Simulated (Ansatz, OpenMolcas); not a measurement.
# The same job for Ansatz

OpenMolcas 26.06 runs this on GaSiH7O (SMILES [SiH3][OH+][GaH3-]):

calc.input:
```
&GATEWAY
 BasLib = $CurrDir
 Coord
 10
 angstrom
 Si      -0.484700       0.680100      -1.289300
 O       -0.772200      -0.233700       0.097500
 Ga       0.882100      -0.551000       1.475200
 H       -1.767100       0.740000      -2.035000
 H        0.556000       0.040700      -2.124900
 H       -0.069600       2.013200      -0.814500
 H       -1.323900      -1.014800       0.010100
 H        0.306600       0.146600       2.760300
 H        1.885600       0.253500       0.552600
 H        0.870300      -2.125600       1.370900
 Basis = 3-21G
 Group = NoSym

&SEWARD

&SCF
 Thresholds = 1e-10 1e-07 1e-07 1e-05
 PrOrbitals = 0

&ALASKA
```

```bash
$ export MOLCAS_MEM=1860
$ pymolcas calc.input > calc.log
```

(Basis files named in the input come from the Basis Set Exchange and aren't shown.)

Geometry: relaxed at PBE0-D4/def2-TZVP.

The shape isn't stationary at this level (largest force 1.6 eV/Å).

It gives a total energy of -2279.748258 Eh.

Problem. Translate the job to Ansatz 0.2.0 as an input file of the program's own, asking for the energy.

Solution. One way, which was run:

input.yaml:
```yaml
crystal:
  periodic: [false, false, false]
  atoms:
    - symbol: Si
      position_ang: [-0.484700, 0.680100, -1.289300]
    - symbol: O
      position_ang: [-0.772200, -0.233700, 0.097500]
    - symbol: Ga
      position_ang: [0.882100, -0.551000, 1.475200]
    - symbol: H
      position_ang: [-1.767100, 0.740000, -2.035000]
    - symbol: H
      position_ang: [0.556000, 0.040700, -2.124900]
    - symbol: H
      position_ang: [-0.069600, 2.013200, -0.814500]
    - symbol: H
      position_ang: [-1.323900, -1.014800, 0.010100]
    - symbol: H
      position_ang: [0.306600, 0.146600, 2.760300]
    - symbol: H
      position_ang: [1.885600, 0.253500, 0.552600]
    - symbol: H
      position_ang: [0.870300, -2.125600, 1.370900]
basis:
  gaussian:
    orbitals: 3-21G-spherical.json
accuracy: high
output: {orbitals: {seedname: orbitals}}
hamiltonian:
  xc: hf
```

```bash
$ ansatz run input.yaml --threads 1 --pin off --max-ram 3480MiB --events-out events.jsonl --progress --plain --runs-dir runs
```

(Basis files named in the input come from the Basis Set Exchange and aren't shown.)

Its energy is -2279.748258 Eh, the same as the first but for the last digit, at most.
